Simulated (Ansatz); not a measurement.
Program: Ansatz. Geometries: PBE0-D4/def2-TZVP. ΔE: electronic, gas phase. CCSD(T)/CBS is the MP2 limit (def2-TZVPP, def2-QZVPP) plus CCSD(T) − MP2 in def2-TZVPP, frozen cores. This one scheme is used for every species. DFT in def2-TZVPP. For Ge outer-core shells are correlated without core-valence functions, which leaves a few kJ/mol of doubt a bond. Scalar relativity is left out up to krypton. One conformer a species, not always the lowest.

`N[SiH]1[O][GeH2]1` + H–F → `F[SiH]1[O][GeH2]1` + NH₃  (ligand exchange at the Si–N bond)

Question: Is it downhill or uphill in electronic energy at CCSD(T)/CBS, and by how much? (Estimate.)

Answer: The calculation gave: Downhill: ΔE = -68.1 kJ/mol.

Question: What do these levels give: BLYP-D4, B97M-V, PBE0-D4, ωB97M-V, PBE, revPBE, PBE0, r2SCAN0, BHLYP, RPA@PBE/def2-TZVPP, CCSD(T)/def2-SVP, CCSD/CBS(def2)? (Estimate.)

Answer: Ansatz gave: BLYP-D4 -72.4, B97M-V -80.0, PBE0-D4 -66.3, ωB97M-V -72.4, PBE -70.9, revPBE -73.1, PBE0 -69.4, r2SCAN0 -72.1, BHLYP -78.2, RPA@PBE/def2-TZVPP -72.7, CCSD(T)/def2-SVP -69.1, CCSD/CBS(def2) -69.8 kJ/mol.

Largest T1 diagnostic among the species: 0.014.

In def2-TZVPP, CCSD(T) changes the Hartree–Fock value by +12.4 kJ/mol (the triples alone add +1.8 kJ/mol) and MP2 by +15.4 kJ/mol. Leaving LDA and LC-ωPBE aside and taking each functional with its dispersion term where it has one, the values, not all of them listed here, spread over 15.6 kJ/mol, from B97M-V to revPBE-D4. LDA lies +7.9 kJ/mol from PBE without D4. The D4 term adds +5.6 kJ/mol with B3LYP and +3.1 kJ/mol with PBE0; it sums over pairs of atoms, weighted by their polarisabilities, and B3LYP, whose exchange is more repulsive, gets the larger term.

B3LYP here is the variant with VWN-RPA as its local correlation; programs differ in this.
